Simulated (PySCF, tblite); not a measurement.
Species: C3H11BSi2.
Atom-mapped SMILES: `[BH2:1][Si:2]1([CH3:3])[CH2:4][SiH2:5][CH2:6]1` (hydrogens: H7, H8 on B1; H9, H10, H11 on C3; H12, H13 on C4; H14, H15 on Si5; H16, H17 on C6)

Cartesian coordinates in Å at the GFN2-xTB level; atoms count from 1:
```
atom  x, y, z in Å
B1    -1.3175    1.8633    0.8891
Si2   -0.5684    0.2525    0.0873
C3    -1.7996   -0.9947   -0.6814
C4     0.7083   -0.7218    1.1853
Si5    2.1476   -0.3793   -0.0278
C6     0.9008    0.5330   -1.1562
H7    -0.6239    2.6697    1.3751
H8    -2.4669    2.0771    0.9117
H9    -1.2887   -1.8561   -1.1008
H10   -2.5036   -1.3588    0.0614
H11   -2.3772   -0.5345   -1.4780
H12    0.4715   -1.7749    1.3125
H13    0.8543   -0.3155    2.1831
H14    2.7579   -1.5741   -0.6182
H15    3.2000    0.4816    0.5200
H16    0.7543    0.0690   -2.1279
H17    1.1442    1.5755   -1.3452
```

Jobs on this species (17 atoms, 62 electrons) with PySCF (density fitting) and tblite. Hardware of each: one thread, Intel Xeon at 2.50 GHz (x86_64) (shared host). The host was shared with other jobs, so the times are rough.

Task: Rank these jobs by wall time, shortest first.
A. GFN2-xTB; L-BFGS relaxation
B. PBE0/pcSseg-1; shieldings, ring-centre shieldings, charges and field gradients; 171 basis functions
C. GFN2-xTB; Hessian by finite differences

Result: A (0.77 s), C (2.1 s), B (71 s).

All jobs:

```csv
level and settings,work,basis functions,SCF cycles,wall time
GFN2-xTB,L-BFGS relaxation,–,–,0.77 s
GFN2-xTB,Hessian by finite differences,–,–,2.1 s
PBE0/pcSseg-1,"shieldings, ring-centre shieldings, charges and field gradients",171,14,71 s
B3LYP/def2-SVPD,"8 singlets by full TDDFT, 3 Tamm–Dancoff triplets, polarisability, density and orbital grids written",216,13,1.7 min
```

Task: What do all jobs in the table cost together?

Result: About 2.9 min; the longest takes about 58 % of that, and about 130 times as long as the shortest.
